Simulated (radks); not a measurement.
Cr3+, 21 electrons, occupied as [He] 2s2 2p5 3s2 3p6 3d4 (not the ground configuration).

Calculated with a radial shooting solver on a logarithmic mesh with Libxc functionals: scalar-relativistic Kohn-Sham, LDA (Slater exchange, Perdew-Wang correlation), spin-polarised, spherical densities, finite nucleus; open shells are filled with parallel spins first; Fermi nuclear charge, rms radius 3.6452 fm.

Energy parts (eV):
total: -27903.928
kinetic: 28178.423
electron-nucleus: -65628.502
Hartree: 10747.387
exchange-correlation: -1201.236

Orbitals (lengths in bohr, moments of r in powers of bohr; r(90%) holds 90 % of the orbital's charge):
orbital  occ.  eigenvalue (eV)  <1/r>       <r^4>      <r>  r(90%)
1s up       1        -5972.181  23.84  0.00007617  0.06364   0.114
1s down     1        -5968.130  23.85  0.00007601  0.06361   0.114
2s up       1        -742.4415  5.118     0.01710   0.2898   0.449
2s down     1        -734.3484  5.114     0.01714   0.2899   0.449
2p up       3        -642.4646  5.030     0.01293   0.2551   0.418
2p down     2        -633.8974  5.027     0.01299   0.2553   0.418
3s up       1        -118.6351  1.640       1.191   0.8652    1.29
3s down     1        -113.4771  1.623       1.241   0.8728    1.31
3p up       3         -89.9071  1.524       1.562   0.9024    1.38
3p down     3         -84.8449  1.503       1.665   0.9145    1.41
3d up       4         -44.2077  1.269       3.538    1.012    1.69
3d down     0         -39.4760  1.227       4.393    1.057    1.78

The highest occupied level is 3d up at -44.208 eV. Spin moment in Bohr magnetons: 5. The electron density at the nucleus is 1.149e+04 e/bohr^3 (large components only). The density falls to 0.001 e/bohr^3 at r = 2.72 bohr.
